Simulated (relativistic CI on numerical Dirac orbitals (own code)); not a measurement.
Sn⁺: computed level list

Computed by Dirac-Coulomb-Breit CI, orbitals from a KLI potential per configuration, QED by a radiative potential, valence Slater integrals scaled by 0.85, P86 correlation energy added to each configuration (own radial code, finite nucleus).

Configuration list (outside the closed core [Kr] 4d10): 5s²5p, 5s5p², 5s²6s, 5s²5d, 5s²6p, 5s²4f, 5s²6d, 5p³, 5s5p5d, 5s²7s, 5s²7p, 5s²5f, 5s²7d, 5s²5g, 5s²6f, 5s²7f. Levels of other configurations are missing.

The lowest level is 5s²5p ²P°1/2, with 97 % of that term; Hund's rules for 5s²5p give ²P° with J = 1/2, in agreement.

| No. | Configuration | Term | J | E (eV) | % | Next component (%) | Landé g | jj configuration (%) |
| --- | --- | --- | --- | --- | --- | --- | --- | --- |
| 1 | 5s²5p | ²P° | 1/2 | 0.0000 | 97 | 2 5p³ ²P° | 0.666 | 5p1/2 (97) |
| 2 | 5s²5p | ²P° | 3/2 | 0.4895 | 97 | 2 5p³ ²P° | 1.334 | 5p3/2 (97) |
| 3 | 5s5p² | ⁴P | 1/2 | 5.2701 | 99 | 1 ²S | 2.663 | 5s 5p1/2^2 (52) |
| 4 | 5s5p² | ⁴P | 3/2 | 5.4862 | 100 |  | 1.733 | 5s 5p1/2 5p3/2 (91) |
| 5 | 5s5p² | ⁴P | 5/2 | 5.7818 | 98 | 1 ²D | 1.594 | 5s 5p3/2^2 (55) |
| 6 | 5s5p² | ²D | 3/2 | 7.3772 | 67 | 31 5s²5d ²D | 0.803 | 5s 5p1/2 5p3/2 (47) |
| 7 | 5s5p² | ²D | 5/2 | 7.4477 | 64 | 33 5s²5d ²D | 1.207 | 5s 5p1/2 5p3/2 (34) |
| 8 | 5s²6s | ²S | 1/2 | 7.6888 | 99 | 1 5s5p² ²S | 2.002 | 6s (99) |
| 9 | 5s²6p | ²P° | 1/2 | 9.4284 | 100 |  | 0.666 | 6p1/2 (100) |
| 10 | 5s²5d | ²D | 3/2 | 9.4740 | 68 | 28 5s5p² ²D | 0.805 | 5d3/2 (68) |
| 11 | 5s²6p | ²P° | 3/2 | 9.5322 | 100 |  | 1.334 | 6p3/2 (100) |
| 12 | 5s²5d | ²D | 5/2 | 9.5436 | 67 | 30 5s5p² ²D | 1.201 | 5d5/2 (67) |
| 13 | 5s5p² | ²S | 1/2 | 9.5569 | 90 | 8 ²P | 1.898 | 5s 5p3/2^2 (52) |
| 14 | 5s5p² | ²P | 1/2 | 10.5383 | 91 | 8 ²S | 0.782 | 5s 5p1/2 5p3/2 (60) |
| 15 | 5s5p² | ²P | 3/2 | 10.8153 | 98 | 1 ²D | 1.326 | 5s 5p3/2^2 (64) |
| 16 | 5s²7s | ²S | 1/2 | 11.3037 | 99 | 1 5s5p² ²S | 1.998 | 7s (99) |
| 17 | 5s²6d | ²D | 3/2 | 11.8198 | 96 | 3 5s5p² ²D | 0.801 | 6d3/2 (96) |
| 18 | 5s²6d | ²D | 5/2 | 11.8329 | 96 | 3 5s5p² ²D | 1.200 | 6d5/2 (96) |
| 19 | 5s²4f | ²F° | 7/2 | 11.8814 | 99 | 1 5s5p5d ²F° | 1.143 | 4f7/2 (99) |
| 20 | 5s²4f | ²F° | 5/2 | 11.8825 | 99 | 1 5s5p5d ²F° | 0.857 | 4f5/2 (99) |
| 21 | 5s²7p | ²P° | 1/2 | 11.9947 | 100 |  | 0.666 | 7p1/2 (100) |
| 22 | 5s²7p | ²P° | 3/2 | 12.0376 | 100 |  | 1.334 | 7p3/2 (100) |
| 23 | 5s²7d | ²D | 3/2 | 13.0553 | 99 | 1 5s5p² ²D | 0.800 | 7d3/2 (99) |
| 24 | 5s²7d | ²D | 5/2 | 13.0619 | 99 | 1 5s5p² ²D | 1.200 | 7d5/2 (99) |
| 25 | 5s²5f | ²F° | 7/2 | 13.1416 | 99 | 1 5s5p5d ²F° | 1.143 | 5f7/2 (99) |
| 26 | 5s²5f | ²F° | 5/2 | 13.1425 | 99 | 1 5s5p5d ²F° | 0.857 | 5f5/2 (99) |
| 27 | 5s²5g | ²G | 7/2 | 13.1995 | 100 |  | 0.889 | 5g7/2 (100) |
| 28 | 5s²5g | ²G | 9/2 | 13.1995 | 100 |  | 1.111 | 5g9/2 (100) |
| 29 | 5s5p5d | ²D° | 3/2 | 13.4519 | 65 | 18 5p³ ²D° | 0.757 | 5s 5p1/2 5d3/2 (43) |
| 30 | 5s5p5d | ²D° | 5/2 | 13.5884 | 71 | 20 5p³ ²D° | 1.189 | 5s 5p1/2 5d3/2 (33) |
| 31 | 5s5p5d | ⁴F° | 3/2 | 13.7304 | 84 | 10 ²D° | 0.477 | 5s 5p1/2 5d3/2 (51) |
| 32 | 5s5p5d | ⁴F° | 5/2 | 13.7959 | 76 | 12 5s²6f ²F° | 1.035 | 5s 5p1/2 5d5/2 (44) |
| 33 | 5s²6f | ²F° | 7/2 | 13.8258 | 96 | 2 5s5p5d ⁴F° | 1.146 | 6f7/2 (96) |
| 34 | 5s²6f | ²F° | 5/2 | 13.8348 | 87 | 12 5s5p5d ⁴F° | 0.881 | 6f5/2 (87) |
| 35 | 5s5p5d | ⁴F° | 7/2 | 13.9547 | 92 | 5 ⁴D° | 1.245 | 5s 5p1/2 5d5/2 (48) |
| 36 | 5s5p5d | ⁴F° | 9/2 | 14.2248 | 100 |  | 1.334 | 5s 5p3/2 5d5/2 (100) |
| 37 | 5s²7f | ²F° | 7/2 | 14.2437 | 99 |  | 1.144 | 7f7/2 (99) |
| 38 | 5s²7f | ²F° | 5/2 | 14.2437 | 99 |  | 0.857 | 7f5/2 (99) |
| 39 | 5s5p5d | ⁴P° | 5/2 | 14.4114 | 56 | 38 ⁴D° | 1.485 | 5s 5p1/2 5d5/2 (70) |
| 40 | 5s5p5d | ⁴D° | 3/2 | 14.4264 | 67 | 28 ⁴P° | 1.341 | 5s 5p1/2 5d3/2 (52) |
| 41 | 5s5p5d | ⁴D° | 1/2 | 14.4541 | 90 | 8 ⁴P° | 0.223 | 5s 5p1/2 5d3/2 (65) |

Energies count from the lowest computed level; ° marks odd parity. Filled j subshells are mostly left out of the jj labels.

The mean weight of the leading LS term, summed over parents, in these 41 levels is 90 %, and that of the leading jj configuration (from the same eigenvectors) 79 %, so LS coupling describes them better.

For a near-neutral ion this model can misplace configurations by up to about 10,000 cm⁻¹ (more where the count of f electrons changes) and terms by 10 to 25 % of their spread. Rates follow the energies as ν³ (E1, M1) or ν⁵ (E2), so they and the lifetimes can be off by large factors. The fine structure of a lone outer electron comes out too small, for d and f at times inverted, and misplaced configurations move strength between like terms. 15 of the 15 excited levels that our extract of the measured tables holds in this range could be paired (the sources list more); they are missed by 4075 cm⁻¹ on average and 6545 at most, and levels without a partner can miss by more.
